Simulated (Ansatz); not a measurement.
Ansatz (a first-principles code) input:

Ansatz 0.2 input:
```yaml
crystal:
  periodic: [false, false, false]
  atoms:
    - {symbol: C, position_ang: [-0.27341958, -1.23472261, -1.51093246]}
    - {symbol: Ge, position_ang: [-0.00000000, -0.00000000, 0.00000000]}
    - {symbol: C, position_ang: [-0.04977491, 1.85828057, -0.65309332]}
    - {symbol: C, position_ang: [-1.42692781, -0.26634805, 1.33234788]}
    - {symbol: C, position_ang: [1.75012229, -0.35720991, 0.83167791]}
    - {symbol: H, position_ang: [-1.23863062, -1.05216551, -1.98507249]}
    - {symbol: H, position_ang: [-0.24911628, -2.27015707, -1.16880230]}
    - {symbol: H, position_ang: [0.50798948, -1.10211787, -2.26032160]}
    - {symbol: H, position_ang: [0.09998343, 2.55788778, 0.17024768]}
    - {symbol: H, position_ang: [-1.01248216, 2.07546501, -1.11762952]}
    - {symbol: H, position_ang: [0.73413794, 2.02551265, -1.39287863]}
    - {symbol: H, position_ang: [-2.40505281, -0.07294963, 0.89003945]}
    - {symbol: H, position_ang: [-1.41553847, -1.29094119, 1.70630963]}
    - {symbol: H, position_ang: [-1.29258722, 0.40947315, 2.17791664]}
    - {symbol: H, position_ang: [1.79707990, -1.38282028, 1.20003448]}
    - {symbol: H, position_ang: [2.55418566, -0.21478109, 0.10851518]}
    - {symbol: H, position_ang: [1.92003115, 0.31759405, 1.67164148]}
basis:
  gaussian:
    orbitals: 6-31G*
magnetization: {spin_polarized: false}
correlation: {method: ccsd_t, electrons: outside_noble_gas}
```

Problem. What final total energy does it print?

Solution. -2234.25253 Eh (CCSD(T)/6-31G*).
